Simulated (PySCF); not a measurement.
Job for PySCF: R-B3LYP/3-21G on CH4GeO (a complex).

```python
from pyscf import gto, scf, dft, mp
from pyscf.data.elements import chemcore

mol = gto.M(
    atom='''
    C     0.24740009   -0.55475324    0.16938191
    O     0.25438942   -0.13741069   -0.87495369
    Ge   -0.10565700    0.10956165    3.75704478
    H     1.09463789    0.84062693    3.13799858
    H    -0.27779779    0.56166576    5.21633339
    H     0.13452201   -1.40539714    3.71441956
    H    -1.37640897    0.45369897    2.96638513
    ''',
    basis='3-21g',
    charge=0, spin=0, verbose=3, max_memory=1800)
mf = dft.RKS(mol, xc='b3lyp')
mf.conv_tol = 1e-8
mf.max_cycle = 100
mf.kernel()
if not mf.converged:
    mf = mf.newton().run(mf.mo_coeff, mf.mo_occ)
```

It printed:

```
converged SCF energy = -2182.02789285719
```

The calculation finished and met its thresholds.

Cost: very roughly 0.9 core-seconds.
